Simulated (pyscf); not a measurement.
## Hydrogen shift: H₂C=CH–CH₂⁺ (SMILES C=C[CH2+]) → H₂C=C⁺–CH₃ (SMILES C=[C+]C)

Gas phase, singlet surface, charge 1. Bonds broken: C2–H6. Bonds formed: C1–H6. PySCF, gas phase, ωB97X-D3(BJ)/def2-SVP geometries. MP2 and CC: frozen core, UHF for open shells. ΔMP2 is the change of the MP2 total energy from the triple- to the quadruple-zeta basis.

Transition state (Å):

```xyz
8

C      0.4751    -0.6818    -0.2113
C      0.1849     0.6393     0.0223
C     -0.5460     1.7406     0.0644
H      1.3870    -0.9574    -0.7648
H     -0.0902    -1.4883     0.2879
H      1.1767     0.5236     0.6550
H     -0.3146     2.5538     0.7592
H     -1.3519     1.8799    -0.6662
```

One imaginary mode, 778i cm⁻¹; descent along it reached the two sides named.

```tsv
bond	change	reactant side (Å)	saddle	product side
C2–H6	breaks	1.095	1.182	1.964
C1–H6	forms	2.161	1.642	1.120
```

Electronic energies relative to the reactant's lowest minimum found (kcal/mol):

```
level                             barrier  reaction energy  reverse barrier
--------------------------------  -------  ---------------  ---------------
ωB97X-D3(BJ)/def2-TZVP               28.8             +8.7             20.1
PBE/def2-TZVP                        24.3             +4.9             19.4
r²SCAN/def2-TZVP                     26.2             +5.5             20.6
B3LYP-D3(BJ)/def2-TZVP               28.7             +9.2             19.5
PBE0-D3(BJ)/def2-TZVP                26.9             +7.3             19.7
M06-2X/def2-TZVP                     27.3             +7.3             20.0
ωB97M-D3(BJ)/def2-TZVP               27.9             +7.6             20.3
HF/def2-TZVP                         36.3            +15.1             21.2
MP2/def2-QZVPP                       30.3            +11.6             18.7
CCSD/def2-TZVPP                      29.7            +10.2             19.5
CCSD(T)/def2-TZVPP                   29.3            +10.7             18.7
CCSD(T)/def2-TZVPP + ΔMP2(QZVPP)     29.2            +10.6             18.6
```

With CCSD(T)/def2-TZVPP + ΔMP2(QZVPP) energies and thermal terms (ideal gas, 1 atm, RRHO with modes under 100 cm⁻¹ raised to 100, one conformer, R ln 2 for rigid chiral ones), in kcal/mol:

| T (K) | ΔH‡ | ΔG‡ | ΔH | ΔG |
|---|---|---|---|---|
| 298 | 26.3 | 25.7 | +8.1 | +6.9 |
| 600 | 26.2 | 25.0 | +8.7 | +5.4 |
| 900 | 25.9 | 24.5 | +9.1 | +3.7 |
| 1200 | 25.5 | 24.1 | +9.3 | +1.8 |

This is the saddle that the search found; another between the same sides may lie lower. The CCSD(T) − MP2 part came from Ansatz, without density fitting, on the same reference.
